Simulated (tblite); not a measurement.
Species: C7H9O3P.
Cartesian coordinates in Å at the GFN2-xTB level; atoms count from 1:
```
atom  x, y, z in Å
C1    -0.2335    2.0372   -0.1743
C2    -0.7076    0.6229   -0.1341
C3    -2.0501    0.3068   -0.3026
C4    -2.4849   -1.0072   -0.2859
C5    -1.5803   -2.0394   -0.0986
C6    -0.2404   -1.7421    0.0689
C7     0.1894   -0.4248    0.0527
P8     1.9637   -0.1658    0.2811
O9     2.8052   -1.3648    0.3691
O10    2.4164    0.8116   -0.9142
O11    2.1094    0.7657    1.5913
H12    0.1157    2.2797   -1.1781
H13   -1.0362    2.7243    0.0848
H14    0.5996    2.1791    0.5080
H15   -2.7639    1.1048   -0.4486
H16   -3.5343   -1.2251   -0.4202
H17   -1.9159   -3.0655   -0.0838
H18    0.4946   -2.5191    0.2137
H19    3.1731    0.4192   -1.3500
H20    2.6748    0.3133    2.2177
```

Computed values, GFN2-xTB/tblite, gas phase, harmonic and unscaled. Against measured fundamentals such values can be off by several per cent, at times by over 20. One conformer, not necessarily the lowest.

Harmonic wavenumbers (cm⁻¹): 64.5, 92.7, 97.0, 117.3, 148.9, 189.0, 230.3, 269.1, 273.3, 292.6, 339.8, 377.4, 423.2, 428.9, 482.9, 491.4, 542.2, 665.3, 677.4, 773.3, 795.1, 813.7, 816.7, 870.9, 888.5, 911.7, 920.3, 931.3, 1009.7, 1029.3, 1070.4, 1095.3, 1164.7, 1180.0, 1236.4, 1258.1, 1266.3, 1325.3, 1402.0, 1426.4, 1464.4, 1470.0, 1477.5, 1580.7, 1599.8, 3005.2, 3033.4, 3064.6, 3074.2, 3082.5, 3090.4, 3098.5, 3600.9, 3604.5.

A = 1751, B = 782.2, C = 618.8 MHz; mass 172.029 u (most abundant isotopes); point group C1, symmetry number 1.

Question: Zero-point energy?

Answer: ½Σν̃ = 32318 cm⁻¹ = 92.40 kcal/mol.

Question: Give the ideal-gas entropy at 298.15 K and 1 bar in the rigid-rotor, harmonic-oscillator model (classical rotation).

Answer: Translation 41.36, rotation 30.32, vibration 34.78: S = 106.5 cal/(mol K).

Question: And Cp and H(298.15 K) − H(0)?

Answer: Cp = 45.92 cal/(mol K), of which vibrations give 37.98 (their classical limit is 54 R = 107.3); H(298.15 K) − H(0) = 8.08 kcal/mol without the zero-point energy, 5.71 from vibrations.

Question: How do the functions run with temperature in this model?

Answer: 
```
 T (K)  S (cal/(mol K))  Cp (cal/(mol K))  H − H(0) (kcal/mol)  G − H(0) (kcal/mol)  ln q(vib)
    50             60.1              13.5                 0.49                -2.51       0.36
   100             71.9              21.2                 1.36                -5.82       1.60
373.15            117.7              54.2                11.84               -32.07      10.29
   500            135.2              65.7                19.47               -48.13      14.30
   750            165.0              80.7                37.94               -85.78      21.79
  1000            189.5              90.0                59.36              -130.18      28.60
```

q(vib) and H(0) count from the zero-point level.

Question: Blend soft modes into free rotors: weight 1/[1 + (100 cm⁻¹/ν̃)⁴] for the oscillator and the rest for a rotor with moment μB/(μ + B), μ = h/(8π²ν), B = 10⁻⁴⁴ kg m². What vibrational entropy results?

Answer: 33.02 cal/(mol K) in place of 34.78, which changes −T·S at 298.15 K by +0.52 kcal/mol.

Hindered rotation and anharmonicity are outside this model. Other conformers, if any are populated, would add a mixing term that is left out. The structure is chiral; the term R ln 2 for an equal mix with its mirror image is left out.
